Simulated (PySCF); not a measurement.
C4F5, SMILES FC(=[C]C(=C(F)F)F)F (connectivity only; charge and spin as stated), charge +1, multiplicity 1.

The structure is a stationary point at PBE0-D3(BJ)/def2-SVP. The spin state was assumed, not searched. The isomer is the one that the SMILES or the coordinates give; other isomers of the formula were not compared. The values are those of a single conformer.

The numbers are results of PySCF with HF/def2-TZVP, not measurements.

Symmetry labels are those of the subgroup Cs that the program uses (full group Cs).

Computed valence orbital energies around the gap with their symmetry:
```json
[
 {"orbital": "HOMO−7", "symmetry": "A'", "energy (eV)": "-25.93"},
 {"orbital": "HOMO−6", "symmetry": "A\"", "energy (eV)": "-25.33"},
 {"orbital": "HOMO−5", "symmetry": "A\"", "energy (eV)": "-24.81"},
 {"orbital": "HOMO−4", "symmetry": "A'", "energy (eV)": "-24.70"},
 {"orbital": "HOMO−3", "symmetry": "A\"", "energy (eV)": "-24.38"},
 {"orbital": "HOMO−2", "symmetry": "A'", "energy (eV)": "-23.19"},
 {"orbital": "HOMO−1", "symmetry": "A\"", "energy (eV)": "-17.90"},
 {"orbital": "HOMO", "symmetry": "A'", "energy (eV)": "-17.47"},
 {"orbital": "LUMO", "symmetry": "A\"", "energy (eV)": "-5.96"},
 {"orbital": "LUMO+1", "symmetry": "A'", "energy (eV)": "-2.20"},
 {"orbital": "LUMO+2", "symmetry": "A'", "energy (eV)": "-0.75"},
 {"orbital": "LUMO+3", "symmetry": "A\"", "energy (eV)": "-0.42"}
]
```
